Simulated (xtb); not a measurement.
Si(OH)2(PH2)2 (H6O2P2Si), SMILES O[Si](O)(P)P. All values are semi-empirical tight-binding results from xtb (GFN2-xTB unless named), good for trends rather than for accurate numbers. Geometry: GFN2-xTB. The structure was generated by enumeration, and PubChem lists no compound with its InChIKey, so it may never have been made. The values are those of a single conformer.

Optimised geometry:

Bonds (Å): O1–Si2 1.632, O1–H6 0.955, Si2–O3 1.635, Si2–P4 2.244, Si2–P5 2.259, O3–H7 0.955, P4–H8 1.382, P4–H9 1.384, P5–H10 1.387, P5–H11 1.387. Angles (°): Si2–O1–H6 121.3, O1–Si2–O3 111.6, O1–Si2–P4 111.2, O1–Si2–P5 98.9, O3–Si2–P4 99.3, O3–Si2–P5 115.3, P4–Si2–P5 121.0, Si2–O3–H7 121.9, Si2–P4–H8 95.2, Si2–P4–H9 95.0, H8–P4–H9 92.7, Si2–P5–H10 93.4, Si2–P5–H11 94.4, H10–P5–H11 92.1.

The orbital gap is 4.17 eV and the zero-point energy comes out as 39.2 kcal/mol. The G − E(el) at 298.15 K (modified RRHO) is 17.2 kcal/mol and the static polarisability (D4 model) comes out as 92.2 bohr³. The solvation energy, GFN2-xTB/ALPB(water) comes out as -7.3 kcal/mol and the solvation energy, GFN2-xTB/ALPB(hexane) comes out as -6.0 kcal/mol.

Computed atomic charges and the Wiberg bond orders between heavy atoms:
charges (e) O1 -0.48, Si2 0.58, O3 -0.47, P4 -0.21, P5 -0.18, H6 0.31, H7 0.31, H8 0.05, H9 0.03, H10 0.04, H11 0.03. Bond orders O1–Si2 1.15, Si2–O3 1.15, Si2–P4 0.87, Si2–P5 0.85.
